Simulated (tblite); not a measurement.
C8H16Si.
Numbering: `[CH2:1]=[CH:2][C@@:3]1([CH2:4][CH2:5][CH3:6])[SiH2:7][C@H:8]1[CH3:9]` (hydrogens: H10, H11 on C1; H12 on C2; H13, H14 on C4; H15, H16 on C5; H17, H18, H19 on C6; H20, H21 on Si7; H22 on C8; H23, H24, H25 on C9)

Geometry (GFN2-xTB, Å), atoms numbered from 1 in this order:
```
atom  x, y, z in Å
C1    -0.520    1.835   -1.828
C2    -0.877    0.728   -1.186
C3    -0.581    0.391    0.208
C4     0.651    1.044    0.813
C5     1.959    0.739    0.072
C6     2.359   -0.730    0.115
Si7   -2.116    0.235    1.359
C8    -0.894   -1.036    0.704
C9    -1.294   -2.126   -0.264
H10    0.062    2.615   -1.369
H11   -0.811    2.004   -2.850
H12   -1.483    0.007   -1.719
H13    0.752    0.718    1.852
H14    0.513    2.128    0.829
H15    2.754    1.337    0.526
H16    1.861    1.050   -0.969
H17    3.324   -0.870   -0.369
H18    1.628   -1.341   -0.405
H19    2.441   -1.079    1.143
H20   -1.988    0.699    2.728
H21   -3.424    0.310    0.737
H22   -0.145   -1.394    1.403
H23   -2.177   -1.856   -0.839
H24   -0.485   -2.344   -0.964
H25   -1.521   -3.040    0.283
```

Level: GFN2-xTB in tblite, geometry and Hessian alike; calculated harmonic values, unscaled, isolated species. Against measured fundamentals such values can be off by several per cent, at times by over 20. Modes of hydrogen on silicon can be 10 to 20 % off. One conformer, not necessarily the lowest.

Harmonic wavenumbers (cm⁻¹): 49.7, 106.7, 114.4, 145.1, 179.2, 190.3, 237.8, 252.7, 262.6, 280.7, 337.0, 348.4, 431.2, 456.6, 480.0, 499.6, 505.8, 597.0, 685.9, 714.0, 733.4, 772.5, 823.8, 856.6, 896.0, 924.1, 961.0, 994.1, 1002.3, 1028.0, 1050.5, 1088.7, 1097.2, 1114.9, 1136.3, 1197.0, 1230.2, 1267.7, 1275.3, 1319.3, 1330.9, 1351.0, 1354.6, 1410.9, 1415.4, 1424.7, 1487.5, 1496.7, 1500.4, 1508.9, 1509.6, 1513.5, 1672.8, 2363.4, 2377.1, 2946.1, 2954.9, 2966.6, 2982.3, 2996.3, 3009.0, 3018.2, 3022.9, 3027.4, 3030.2, 3058.9, 3060.2, 3107.4, 3127.9.

A = 1571, B = 1074, C = 928.6 MHz; mass 140.102 u (most abundant isotopes); point group C1, symmetry number 1.

Question: Zero-point energy?

Answer: ½Σν̃ = 46835 cm⁻¹ = 133.91 kcal/mol.

Question: What is S at 298.15 K and 1 bar for an ideal gas of classical rigid rotors and harmonic oscillators?

Answer: Translation 40.75, rotation 29.71, vibration 34.64: S = 105.1 cal/(mol K).

Question: And Cp and H(298.15 K) − H(0)?

Answer: Cp = 47.42 cal/(mol K), of which vibrations give 39.48 (their classical limit is 69 R = 137.1); H(298.15 K) − H(0) = 8.13 kcal/mol without the zero-point energy, 5.76 from vibrations.

Question: Which modes carry the vibrational entropy at 298.15 K?

Answer: 49.7 cm⁻¹: 4.83; 106.7 cm⁻¹: 3.33; 114.4 cm⁻¹: 3.19; 145.1 cm⁻¹: 2.74; 179.2 cm⁻¹: 2.34; 190.3 cm⁻¹: 2.22 cal/(mol K); the other 63 give 16.00 together.

Question: Blend soft modes into free rotors: weight 1/[1 + (100 cm⁻¹/ν̃)⁴] for the oscillator and the rest for a rotor with moment μB/(μ + B), μ = h/(8π²ν), B = 10⁻⁴⁴ kg m². What vibrational entropy results?

Answer: 33.01 cal/(mol K) in place of 34.64, which changes −T·S at 298.15 K by +0.49 kcal/mol.

Hindered rotation and anharmonicity are outside this model. Other conformers, if any are populated, would add a mixing term that is left out. The structure is chiral; the term R ln 2 for an equal mix with its mirror image is left out.

On Arm Neoverse N1, one thread, no GPU, shared host with 64 logical CPUs at a one-minute load of 52, this took 2.2 s of wall time. This covers the Hessian and the dipole derivatives.
